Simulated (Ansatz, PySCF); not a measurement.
Caution: the highest occupied level lies above zero, so the state may not be bound. This triplet is an excited state, 1.71 eV above the relaxed singlet at the level frozen-core CCSD(T)/aug-cc-pVTZ // PBE0-D3(BJ)/def2-TZVPD (Ansatz, a program for electronic structure).

**HAlClS, SMILES `[SH][Al-][Cl]` (excited triplet; H–S–Al–Cl torsion 85°) (charge -1, multiplicity 3)**

Calculation: PBE0-D3(BJ)/def2-TZVPD run with PySCF 2.14.0.

| Quantity | Value |
|---|---|
| highest occupied spin orbital | 0.93 eV |
| total energy | -1101.1520 Ha |
| cost | around 50 core-seconds (rough) |

```xyz
4

S     -1.3278     0.3540     0.4984
Al     0.7210     0.7790    -0.3744
Cl     2.3881    -0.5540     0.2384
H     -1.7812    -0.5790    -0.3624
```
Charge -1, spin multiplicity 3.
